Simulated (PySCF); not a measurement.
C2H3O2, SMILES C([O])(C)=O, multiplicity 2.

Geometry: PBE0-D3(BJ)/def2-SVP. A frequency run showed that this geometry is not a minimum. The isomer is the one that the SMILES or the coordinates give; other isomers of the formula were not compared.

These are PBE0-D3(BJ)/def2-SVP run with PySCF values and carry that method's errors.

Frequencies are harmonic and unscaled.

| mode | ν (cm⁻¹) | IR (km/mol) | moving atoms (share of kinetic energy) |
|---|---|---|---|
| 1 | 37i | 0.5 | H 91 %, O 9 % |
| 2 | 394 | 9.2 | O 44 %, C 28 %, H 28 % |
| 3 | 552 | 7.1 | C 50 %, H 36 %, O 13 % |
| 4 | 588 | 20.4 | O 66 %, C 28 % |
| 5 | 931 | 8.0 | O 42 %, C 39 %, H 19 % |
| 6 | 982 | 5.4 | H 60 %, C 25 %, O 14 % |
| 7 | 1039 | 16.4 | H 50 %, C 48 % |
| 8 | 1101 | 221.1 | C 64 %, O 33 % |
| 9 | 1359 | 14.6 | H 75 %, C 22 % |
| 10 | 1423 | 42.6 | H 96 % |
| 11 | 1435 | 12.1 | H 96 % |
| 12 | 1660 | 214.9 | C 67 %, O 32 % |
| 13 | 3075 | 1.0 | H 97 % |
| 14 | 3177 | 0.2 | H 91 %, C 9 % |
| 15 | 3199 | 0.7 | H 90 %, C 10 % |
